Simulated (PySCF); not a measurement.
A structure optimised at PBE-D3(BJ)/def2-SVP, used in a PySCF frequency run:

```xyz
10

C      0.0489     2.4677     0.0000
C      0.6931     1.2798     0.0000
C      0.0210    -0.0057     0.0000
F     -1.3255     0.0121     0.0000
C      0.6712    -1.1963     0.0000
F      0.0227    -2.3642     0.0000
H     -1.0503     2.5148     0.0000
H      0.6059     3.4154     0.0000
H      1.7950     1.2391     0.0000
H      1.7691    -1.2738     0.0000
```

Q: Write its SMILES, formula and point group.

A: C=C/C(F)=C/F, C4H4F2, Cs

Q: What are its rotational constants (standard atomic weights)?

A: 9.6680, 2.1345, 1.7485 GHz
